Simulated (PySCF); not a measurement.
H6OSi2, charge +1, multiplicity 2. Atoms are numbered in the order given.

```xyz
9

Si     1.6584     0.0000     0.0711
O      0.0000     0.0000    -0.2797
Si    -1.6584     0.0000     0.0711
H      2.1773    -1.2028    -0.7064
H      2.1773     1.2028    -0.7064
H      1.9215     0.0000     1.5364
H     -1.9215     0.0000     1.5364
H     -2.1773    -1.2028    -0.7064
H     -2.1773     1.2028    -0.7064
```
Charge +1, spin multiplicity 2.

Geometry: PBE-D3(BJ)/def2-SVP. The spin state was assumed, not searched.

Computed with PBE-D3(BJ)/def2-SVP (PySCF).

Frequencies are harmonic and unscaled.

```
mode  ν (cm⁻¹)  IR (km/mol)  moving atoms (share of kinetic energy)
----  --------  -----------  --------------------------------------
1           37          0.0                                  H 98 %
2           94          8.6                 O 58 %, H 22 %, Si 20 %
3           99         21.0                          H 54 %, O 42 %
4          469          1.3                 H 56 %, O 25 %, Si 19 %
5          473          0.0                         H 90 %, Si 10 %
6          477          1.8                                 Si 86 %
7          553        258.6                  H 77 %, Si 15 %, O 9 %
8          635         21.4                          H 90 %, Si 8 %
9          640         45.4                          H 85 %, O 10 %
10         727         49.6                                  H 90 %
11         759          5.5                                  H 96 %
12         760          0.0                                  H 98 %
13         851        226.7                                  H 92 %
14         876         17.4                                  H 94 %
15         973          0.3                 O 67 %, H 22 %, Si 11 %
16        1956        185.7                                  H 97 %
17        1976          0.0                                  H 97 %
18        2025        807.4                                  H 98 %
19        2068          0.7                                  H 98 %
20        2258         44.6                                  H 96 %
21        2262         32.0                                  H 96 %
```
